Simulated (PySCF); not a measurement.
A structure optimised at PBE-D3(BJ)/def2-SVP, used in a PySCF frequency run:

```
Si
F 1 1.6453
H 1 1.5014 2 107.56
C 1 1.8332 3 109.04 2 118.22
C 4 1.2295 3 149.85 1 -174.37
H 5 1.0828 3 158.89 1 -176.39
Si 1 2.3503 3 113.35 2 -120.46
H 7 1.5037 1 109.59 3 -179.61
H 7 1.5048 8 109.40 1 121.57
H 7 1.5055 8 109.29 9 119.38
```

Q: Write its SMILES and formula.

A: C#C[Si@@H](F)[SiH3], C₂H₅FSi₂

Q: What are its rotational constants (standard atomic weights)?

A: 3.6905, 2.0543, 1.4507 GHz
